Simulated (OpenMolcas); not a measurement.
## Au2+: moving or changing the point charges

Au2+ among 8 point charges of -1.2 e arranged as a cube (Oh), 2.04 Å from the ion.
```
   1.1778    1.1778    1.1778  -1.20
   1.1778    1.1778   -1.1778  -1.20
   1.1778   -1.1778    1.1778  -1.20
   1.1778   -1.1778   -1.1778  -1.20
  -1.1778    1.1778    1.1778  -1.20
  -1.1778    1.1778   -1.1778  -1.20
  -1.1778   -1.1778    1.1778  -1.20
  -1.1778   -1.1778   -1.1778  -1.20
```

```json
{"Program": "OpenMolcas", "Method": "CASSCF", "Basis": "ANO-RCC-VDZP [7s6p4d2f]", "Scalar Hamiltonian": "DKH2, point nucleus", "Active space": "9 electrons in 5 orbitals (5d)", "State averaging": "2S+1 = 2 even, 5 roots", "Spin-orbit coupling": "RASSI with atomic mean-field integrals over the reference wave functions"}
```

Runs around this geometry, states (labels of O, the rotations of Oh). Energies in cm-1 above the lowest state or level, χT in cm3 K/mol; under a threefold ground state the first gap can be a small split of the lowest multiplet, not the spin-orbit step; 10Dq is the gap between the two states; 10Dq is negative for this site.

```
R (Å)  q (e)  Ground state  First state of that spin   10Dq  First gap with spin-orbit (degeneracies)  χT at 300 K
 2.04  -0.96           2T2                   2E 4690  -4690                               2625 (2, 4)        0.574
 1.89   -1.2           2T2                   2E 8311  -8311                               4084 (2, 4)        0.502
 2.04   -1.2           2T2                   2E 5904  -5904                               3176 (2, 4)        0.540
 2.23   -1.2           2T2                   2E 3930  -3930                               2268 (2, 4)        0.605
```

Taking |10Dq| as R^-n, n = -ln(3930 / 8311) / ln(2.23 / 1.89) = 4.5 between the shortest and longest distance. The point-charge formula for a cubic d site gives n = 5.

Scaling the charges by -0.96 / -1.2 = 0.80 scales |10Dq| by 4690 / 5904 = 0.79; with fixed orbitals a first-order splitting would follow the charge.

An orbital triplet at a regular site is open to Jahn-Teller coupling, which can distort the site and quench the lowest spin-orbit gaps and is left out. The ground term spreads over less than 5000 cm-1, several times less than with real ligands, so orbital moments are less quenched and χT lies further from the spin-only value than at real sites (holds for R = 2.04, q = -0.96; R = 2.23, q = -1.2). This is an electrostatic model: the charges have no orbitals. No measured value stands beside these numbers.
